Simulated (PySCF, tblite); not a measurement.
Isomers of C2H10O2Si2, one GFN2-xTB conformer each. Single-point energies are computed at PBE0/pcSseg-1 (PySCF, gas phase, no added dispersion term), electronic only.

Problem. Rank them by PBE0/pcSseg-1 energy, lowest first (kcal/mol).
A. `[SiH3:1][CH2:2][O:3][CH2:4][O:5][SiH3:6]` with Si1–C2–O3–C4 175°, C2–O3–C4–O5 -67°, O3–C4–O5–Si6 178°
B. `[CH3:1][O:2][CH2:3][SiH2:4][SiH2:5][OH:6]` with C1–O2–C3–Si4 180°, O2–C3–Si4–Si5 42°, C3–Si4–Si5–O6 -45°, Si4–Si5–O6–H 28°

Solution. B (0.0), A (14.9).

As drawn, the lower has an O–H bond and an Si–Si bond, which the higher lacks. GFN2-xTB itself gives, in the same order: 14.0, 0.0. GFN2-xTB puts [SiH3]COCO[SiH3] lowest instead.

Problem. Which frontier levels, dipoles and rotational constants go with these structures?

Solution. 
| SMILES | HOMO (eV, PBE0/pcSseg-1) | LUMO (eV) | dipole (D) | A, B, C (MHz) |
| --- | --- | --- | --- | --- |
| COC[SiH2][SiH2]O | -7.85 | -0.23 | 3.10 | 2944, 1518, 1067 |
| [SiH3]COCO[SiH3] | -7.97 | 0.30 | 1.64 | 8356, 754.0, 724.7 |

Problem. What happens when harmonic zero-point energies from GFN2-xTB frequencies are added?

Solution. 
```json
{"SMILES": "COC[SiH2][SiH2]O", "ZPE (kcal/mol)": "71.7", "electronic (kcal/mol)": "0.0", "with ZPE (kcal/mol)": "0.0"}
{"SMILES": "[SiH3]COCO[SiH3]", "ZPE (kcal/mol)": "69.4", "electronic (kcal/mol)": "14.9", "with ZPE (kcal/mol)": "12.6"}
```

The zero-point energies span 2.3 kcal/mol. The order is unchanged.
